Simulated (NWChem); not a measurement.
SiHOF, singlet; SMILES O[Si]F

```xyz
4

Si     0.6240     0.0017     0.0000
F     -0.4315    -1.2591     0.0000
O     -0.4337     1.2762     0.0000
H     -1.3841     1.0985     0.0000
```
Atoms are numbered in this order, from 1.

Program: NWChem. Pople sets run with spherical d functions. Low-valent species are run as closed-shell singlets; no triplet was tried in these runs. All runs use the structure optimised with PBE0/def2-SVP.

### Question
Order these by “highest occupied level (eV)”, lowest first: BP86/6-31G*; TPSSh/6-31G*; B3LYP/6-31G*; LC-BLYP (range parameter 0.33 per bohr)/6-31G*.

### Answer
LC-BLYP (range parameter 0.33 per bohr)/6-31G* (-9.91), B3LYP/6-31G* (-7.46), TPSSh/6-31G* (-7.06), BP86/6-31G* (-6.55)
